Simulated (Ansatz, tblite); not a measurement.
Forces on the cluster NbS₃⁻ at its PBE-D4/def2-SVPD geometry. Total charge -1; singlet.

In the def2 sets Nb takes a core potential; there is no spin–orbit coupling. The xTB rows come from tblite. The structure comes from a short search, and lower isomers may exist.

GFN1-xTB (tblite), largest force 0.46 eV/Å:

```xyz
4
positions Å, forces eV/Å
Nb    0.379   -0.295    0.033   -0.040    0.031   -0.003
S    -0.895   -0.687    1.814    0.180    0.160   -0.395
S    -0.664   -0.800   -1.866    0.130    0.184    0.404
S     1.179    1.781    0.019   -0.270   -0.376   -0.005
```

GFN2-xTB (tblite), largest force 1.05 eV/Å:

```
Nb 0.823 -0.640 0.071
S -0.447 0.037 0.385
S -0.395 0.012 -0.440
S 0.018 0.591 -0.017
```

revPBE-D4/def2-TZVPD (Ansatz), largest force 0.08 eV/Å:

```
Nb -0.059 0.046 -0.005
S 0.039 0.005 -0.045
S 0.034 0.008 0.050
S -0.014 -0.059 0.001
```
